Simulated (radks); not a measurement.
Species: Mo16+. Configuration: [Ne] 3s1 3p6 3d8 4p1 (not the ground configuration).

All-electron calculation, scalar-relativistic Kohn-Sham, SCAN, spin-polarised, spherical densities, finite nucleus; open shells are filled with parallel spins first (spin-orbit coupling, left out, can overturn this in heavy ions); meta-GGA in the generalised Kohn-Sham scheme; Fermi nuclear charge, rms radius 4.4091 fm. Program: a radial shooting solver on a logarithmic mesh with Libxc functionals.

Energy parts (eV):
part                       energy
total                 -106653.452
kinetic                110055.828
electron-nucleus      -245124.155
Hartree                 31366.132
exchange-correlation    -2951.257

Orbitals (lengths in bohr, moments of r in powers of bohr; <r^-3> diverges for s and p1/2):
orbital  occ.  eigenvalue (eV)  <r^-3>     <r^2>
1s up       1        -20344.03       -  0.001669
1s down     1        -20341.66       -  0.001669
2s up       1        -3286.458       -   0.02770
2s down     1        -3280.964       -   0.02765
2p up       3        -2986.164    2561   0.02182
2p down     3        -2981.007    2565   0.02178
3s up       1        -909.9728       -    0.1943
3p up       3        -809.8887   471.6    0.1946
3p down     3        -798.5021   466.9    0.1960
3d up       5        -652.5914   64.83    0.1732
3d down     3        -641.5544   64.72    0.1744
4p up       1        -353.1983   124.2    0.9483

The highest occupied level is 4p up at -353.20 eV. Spin moment in Bohr magnetons: 4.

Empty levels of this run are not shown, since the potential may be unsettled where no density lies.
